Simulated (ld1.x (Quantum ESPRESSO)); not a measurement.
## Reading a pseudo-wave (Ca)

Columns: radius, all-electron u(r) and pseudo u(r) of the 4s shell (level -14.41 eV) of calcium in the configuration [Ne] 3s2 3p6 3d0 4s0 4p0; LDA (PZ), scalar-relativistic, PAW scheme, ld1.x (Quantum ESPRESSO) 7.5.

| r (bohr) | all-electron | pseudo |
| --- | --- | --- |
| 0.170 | -0.1474 | -0.0683 |
| 0.340 | -0.1371 | -0.1357 |
| 0.510 | 0.1035 | -0.2016 |
| 0.680 | 0.2831 | -0.2652 |
| 0.850 | 0.3365 | -0.3258 |
| 1.020 | 0.2867 | -0.3827 |
| 1.190 | 0.1744 | -0.4353 |
| 1.360 | 0.0338 | -0.4831 |
| 1.530 | -0.1116 | -0.5257 |
| 1.700 | -0.2473 | -0.5627 |
| 1.870 | -0.3652 | -0.5938 |
| 2.040 | -0.4618 | -0.6189 |
| 2.210 | -0.5363 | -0.6376 |
| 2.380 | -0.5896 | -0.6501 |
| 2.550 | -0.6236 | -0.6562 |
| 2.720 | -0.6409 | -0.6560 |
| 2.890 | -0.6441 | -0.6497 |
| 3.060 | -0.6360 | -0.6372 |
| 3.230 | -0.6188 | -0.6189 |
| 3.400 | -0.5948 | -0.5948 |
| 3.570 | -0.5659 | -0.5659 |
| 3.740 | -0.5337 | -0.5337 |
| 3.910 | -0.4995 | -0.4995 |
| 4.080 | -0.4645 | -0.4645 |
| 4.250 | -0.4294 | -0.4294 |
| 4.420 | -0.3949 | -0.3949 |

(1) How many radial nodes do the two functions have?

(2) At about which radius was the pseudo-wave matched?

(3) Is the pseudo-wave norm-conserving?

Answers

(1) The all-electron 4s function has n − l − 1 = 3 (the table is too coarse to show those close to the nucleus); the pseudo-wave has 0, since the states of the same l below it are removed with the core.

(2) 3.30 bohr, where the columns begin to agree (steps of 0.17 bohr).

(3) No, it belongs to a PAW set: the norm inside the radius is not constrained, and the difference is carried by the augmentation charge.
